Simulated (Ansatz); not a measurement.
A calculation with Ansatz (development build ahead of 0.2.0).

```yaml
crystal:
  periodic: [false, false, false]
  atoms:
    - { symbol: Zn, position_ang: [0.0, 0.0, 0.0] }
    - { symbol: O, position_ang: [0.0, 0.0, 1.7732] }
basis:
  gaussian: { orbitals: cc-pVTZ }
magnetization:
  spin_polarized: true
hamiltonian:
  xc: hf
correlation:
  method: bccd_t
  frozen_orbitals: { O: 1, Zn: 5 }
```

The input is written out in the form of the current development build from the run's settings.

Results

| Item | Value |
| --- | --- |
| Converged | yes |
| Reference energy (starting determinant) | -1852.58657 hartree |
| Correlation energy | -1.09972 hartree |
| Total energy | -1853.68628 hartree |
